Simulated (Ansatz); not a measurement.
The lowest singlet and triplet of C3H2 (SMILES [CH]C#C); geometries from B3LYP-D3(BJ)/def2-TZVP, each state relaxed from the structure named, with no frequency check, low spin by broken symmetry.
Singlet at the triplet's geometry (charge 0, multiplicity 1):
```xyz
5

C     -1.22983    -0.26597    -0.14492
C     -0.00060     0.00654    -0.00586
C      1.23213     0.24104     0.16727
H     -2.23521    -0.47809    -0.41480
H      2.22503     0.58844     0.31588
```

A positive gap puts the triplet lower; no zero-point energy. R- takes a restricted singlet, here one determinant of a half-filled degenerate or near-degenerate pair, which mixes singlet states. U- takes an unrestricted singlet (broken symmetry where lower, unprojected). The triplet is unrestricted in single-reference levels. Active spaces average the two states.

Frozen-core correlation.

Programs: Ansatz (a quantum-chemistry and plane-wave program) with Gaussian orbitals. Each number belongs to the level named beside it.

```json
[
 {"level": "R-SVWN5/def2-TZVPP", "gap E(singlet) − E(triplet), vertical, at the triplet's geometry (eV)": "1.028"},
 {"level": "U-SVWN5/def2-TZVPP (spin-contaminated)", "gap E(singlet) − E(triplet), vertical, at the triplet's geometry (eV)": "0.386"},
 {"level": "U-B3LYP/def2-TZVPP (spin-contaminated)", "gap E(singlet) − E(triplet), vertical, at the triplet's geometry (eV)": "0.344"},
 {"level": "R-wB97M-V/def2-TZVPP", "gap E(singlet) − E(triplet), vertical, at the triplet's geometry (eV)": "1.074"},
 {"level": "U-B2PLYP/def2-TZVPP (spin-contaminated)", "gap E(singlet) − E(triplet), vertical, at the triplet's geometry (eV)": "0.333"},
 {"level": "R-MP2/cc-pVDZ", "gap E(singlet) − E(triplet), vertical, at the triplet's geometry (eV)": "0.865"},
 {"level": "R-SCS-MP2/cc-pVDZ", "gap E(singlet) − E(triplet), vertical, at the triplet's geometry (eV)": "?"},
 {"level": "R-CCSD/cc-pVTZ", "gap E(singlet) − E(triplet), vertical, at the triplet's geometry (eV)": "?"},
 {"level": "SC-NEVPT2 on SA-CASSCF(6,6)/cc-pVTZ", "gap E(singlet) − E(triplet), vertical, at the triplet's geometry (eV)": "0.862"}
]
```

### Question
Fill in the missing entries.

### Answer

- R-SCS-MP2/cc-pVDZ, gap E(singlet) − E(triplet), vertical, at the triplet's geometry (eV): 0.722
- R-CCSD/cc-pVTZ, gap E(singlet) − E(triplet), vertical, at the triplet's geometry (eV): 1.275

Doubts at one or more of the structures used: a restricted determinant that unrestricted orbitals would lower (R-SVWN5/def2-TZVPP, R-wB97M-V/def2-TZVPP, R-MP2/cc-pVDZ, R-SCS-MP2/cc-pVDZ, R-CCSD/cc-pVTZ); a spin-contaminated determinant (R-MP2/cc-pVDZ, R-SCS-MP2/cc-pVDZ, R-CCSD/cc-pVTZ).
